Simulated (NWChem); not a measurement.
Molecule: TaSCl3; SMILES [S]=[Ta]([Cl])([Cl])[Cl]

```xyz
5

Ta     0.0000     0.0000     0.0047
S      0.0011    -0.0028     2.1450
Cl     1.4672     1.6088    -0.6863
Cl    -2.1266     0.4679    -0.6860
Cl     0.6583    -2.0741    -0.6906
```
Atoms are numbered in this order, from 1.

Level: PBE0/def2-SVP with def2 effective core potentials on Ta (NWChem), optimised geometry, unscaled harmonic frequencies. def2 effective core potentials on Ta; no spin-orbit coupling.

### Question
List the harmonic frequencies with IR intensities, and the thermochemistry.

### Answer
```csv
frequency (cm⁻¹),IR intensity (km/mol)
101,0.9
101,0.9
121,0.4
147,0.4
147,0.4
399,21.7
416,72.1
416,72.1
562,54.0
```

The zero-point energy comes out as 3.4 kcal/mol and the thermal correction to the enthalpy at 298.15 K (with zero-point energy) comes out as 8.7 kcal/mol. The heat capacity Cv is 21.1 cal/(mol K) and the entropy at 298.15 K and 1 atm (symmetry number 3) is 89.5 cal/(mol K).

Rigid rotor and harmonic oscillator.
